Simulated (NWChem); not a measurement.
Molecule: MgHCl; SMILES [MgH][Cl]

Program: NWChem. The geometry was optimised at B3LYP/6-31G* (spherical d). Ions are spin-unrestricted doublets at the neutral geometry; other ion states weren't tried.

Q: What does the run give for PBE/def2-TZVP? Quantities: vertical ionisation energy, ΔSCF (eV); −ε(HOMO) (eV).

A: 
```json
{
 "vertical ionisation energy, ΔSCF (eV)": "10.34",
 "−ε(HOMO) (eV)": "7.09"
}
```
